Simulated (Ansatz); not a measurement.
`Cc1cc(-c2sc(-c3sc(C(F)(F)F)cc3C)cc2C)sc1-c1cc(C)c(-c2cc(C)c(-c3cc(C)c(C(F)(F)F)s3)s2)s1`. Total charge 0; triplet. Geometry PBE-D4/def2-SVP, that of the neutral singlet; atoms count from 1.

```xyz
68

C     2.369   -1.786    0.478
C     2.140   -0.342    0.819
C     3.098    0.458    1.489
C     2.710    1.781    1.717
C     3.456    2.818    2.382
S     4.978    2.394    3.147
C     5.268    4.042    3.660
C     6.475    4.379    4.381
S     7.908    3.394    4.162
C     8.801    4.356    5.296
C    10.225    4.039    5.628
F    10.702    4.902    6.553
F    10.363    2.783    6.124
F    11.033    4.114    4.540
C     8.036    5.392    5.798
C     6.704    5.423    5.291
C     5.678    6.433    5.716
C     4.206    4.856    3.269
C     3.178    4.186    2.552
C     1.954    4.884    2.031
S     1.099    2.038    1.073
C     0.969    0.380    0.517
C    -0.243   -0.026   -0.144
C    -1.398    0.733   -0.356
C    -2.437    0.064   -1.050
C    -3.756    0.705   -1.371
C    -2.080   -1.254   -1.391
C    -2.810   -2.274   -2.097
C    -2.358   -3.539   -2.486
C    -3.313   -4.334   -3.171
C    -3.016   -5.707   -3.702
C    -4.539   -3.666   -3.317
C    -5.751   -4.103   -3.974
C    -6.222   -5.397   -4.207
C    -7.475   -5.448   -4.883
C    -8.186   -6.719   -5.257
C    -7.951   -4.170   -5.161
C    -9.239   -3.815   -5.830
F    -9.346   -2.478   -6.020
F   -10.320   -4.208   -5.102
F    -9.361   -4.415   -7.043
S    -6.871   -2.923   -4.620
S    -4.483   -2.076   -2.586
S    -0.461   -1.627   -0.827
H     1.589   -2.443    0.919
H     3.352   -2.127    0.855
H     2.349   -1.959   -0.619
H     4.079    0.071    1.803
H     8.426    6.109    6.534
H     5.572    7.254    4.974
H     5.960    6.899    6.679
H     4.677    5.970    5.833
H     4.184    5.937    3.457
H     1.027    4.508    2.515
H     1.826    4.736    0.938
H     2.013    5.973    2.222
H    -1.491    1.771   -0.007
H    -3.767    1.764   -1.048
H    -3.974    0.679   -2.459
H    -4.600    0.190   -0.864
H    -1.331   -3.880   -2.290
H    -3.464   -5.862   -4.704
H    -3.418   -6.501   -3.038
H    -1.923   -5.870   -3.782
H    -5.699   -6.295   -3.859
H    -9.278   -6.635   -5.098
H    -8.030   -6.963   -6.328
H    -7.813   -7.572   -4.659
```

Single mean-field runs in def2-SVP are fitted with def2-universal-jkfit. At PBE0-D4/def2-SVP a singlet of charge 0 lies 1.67 eV below the triplet at the same geometry.

(1) Estimate the Mulliken populations of the heavy atoms from the PBE0/def2-SVP orbitals of Ansatz.

(2) Where does the spin sit?

(3) And the Mayer bond orders between heavy atoms (over 0.3, the first 40 of 49)?

Answers

(1) 
```csv
atom,charge (e),spin (α − β)
C1,0.02,-0.02
C2,-0.12,0.16
C3,-0.04,-0.03
C4,-0.07,0.31
C5,-0.08,-0.08
S6,0.12,0.03
C7,-0.10,0.23
C8,-0.11,-0.08
S9,0.17,0.02
C10,-0.30,0.10
C11,0.66,0.00
F12,-0.19,0.00
F13,-0.19,0.00
F14,-0.19,0.00
C15,0.01,-0.06
C16,-0.10,0.11
C17,0.01,-0.01
C18,-0.02,-0.11
C19,-0.13,0.22
C20,0.01,-0.02
S21,0.07,0.04
C22,-0.06,0.16
C23,-0.08,0.12
C24,-0.04,0.20
C25,-0.12,-0.06
C26,0.01,0.00
C27,-0.05,0.32
C28,-0.10,-0.09
C29,-0.04,0.21
C30,-0.08,-0.12
C31,0.01,0.01
C32,-0.09,0.23
C33,-0.12,-0.08
C34,-0.02,0.10
C35,-0.09,-0.05
C36,0.02,0.00
C37,-0.32,0.10
C38,0.65,0.00
F39,-0.19,0.00
F40,-0.19,0.00
F41,-0.19,0.00
S42,0.18,0.02
S43,0.10,0.03
S44,0.07,0.04
```
Mulliken values depend strongly on the basis.

(2) Summed by element: C 1.78, S 0.20, F 0.01, H 0.01, of 2 unpaired in all. Largest on single atoms: C27 0.32, C4 0.31, C7 0.23.

(3) C1–C2 1.09 (1.50 Å); C2–C3 1.49 (1.42 Å); C2–C22 1.24 (1.41 Å); C3–C4 1.26 (1.40 Å); C4–C5 1.30 (1.44 Å); C4–S21 1.06 (1.75 Å); C5–S6 1.09 (1.75 Å); C5–C19 1.36 (1.41 Å); S6–C7 1.11 (1.75 Å); C7–C8 1.16 (1.45 Å); C7–C18 1.41 (1.39 Å); C8–S9 1.13 (1.75 Å); C8–C16 1.48 (1.40 Å); S9–C10 1.13 (1.73 Å); C10–C11 0.98 (1.50 Å); C10–C15 1.53 (1.38 Å); C11–F12 1.11 (1.35 Å); C11–F13 1.12 (1.36 Å); C11–F14 1.12 (1.36 Å); C15–C16 1.28 (1.43 Å); C16–C17 1.09 (1.50 Å); C18–C19 1.35 (1.42 Å); C19–C20 1.09 (1.50 Å); S21–C22 1.05 (1.75 Å); C22–C23 1.40 (1.44 Å); C23–C24 1.23 (1.40 Å); C23–S44 1.04 (1.75 Å); C24–C25 1.48 (1.42 Å); C25–C26 1.09 (1.50 Å); C25–C27 1.29 (1.41 Å); C27–C28 1.29 (1.44 Å); C27–S44 1.07 (1.75 Å); C28–C29 1.34 (1.40 Å); C28–S43 1.08 (1.75 Å); C29–C30 1.36 (1.42 Å); C30–C31 1.09 (1.50 Å); C30–C32 1.44 (1.40 Å); C32–C33 1.15 (1.45 Å); C32–S43 1.10 (1.75 Å); C33–C34 1.45 (1.40 Å).
